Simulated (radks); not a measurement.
Species: Mo XI. Configuration: [Ar] 3d10 4s2 4p2. Calculated with a radial shooting solver on a logarithmic mesh with Libxc functionals: Dirac Kohn-Sham, BLYP, spin-unpolarised, spherical densities, finite nucleus; open shells are shared between the two j in proportion to 2j + 1; Fermi nuclear charge, rms radius 4.4091 fm.

Unscreened Slater integrals over Kohn-Sham orbitals (cm^-1). Large and small components are both included.

\begin{tabular}{lr}
integral & value \\ \hline
F0(4p3/2,4p3/2) & 184080 \\
F2(4p3/2,4p3/2) & 97779 \\
F0(4p3/2,4p1/2) & 185660 \\
G2(4p3/2,4p1/2) & 98437 \\
F0(4p3/2,4s1/2) & 189800 \\
G1(4p3/2,4s1/2) & 129640 \\
F0(4p3/2,3d5/2) & 235320 \\
F2(4p3/2,3d5/2) & 60586 \\
G1(4p3/2,3d5/2) & 20253 \\
G3(4p3/2,3d5/2) & 19776 \\
F0(4p1/2,4p1/2) & 187300 \\
F0(4p1/2,4s1/2) & 191580 \\
G1(4p1/2,4s1/2) & 131470 \\
F0(4p1/2,3d5/2) & 238840 \\
G3(4p1/2,3d5/2) & 20392 \\
F0(4s1/2,4s1/2) & 196270 \\
F0(4s1/2,3d5/2) & 247600 \\
G2(4s1/2,3d5/2) & 22498 \\
F0(3d5/2,3d5/2) & 485400 \\
F2(3d5/2,3d5/2) & 239790 \\
F4(3d5/2,3d5/2) & 152500 \\
\end{tabular}
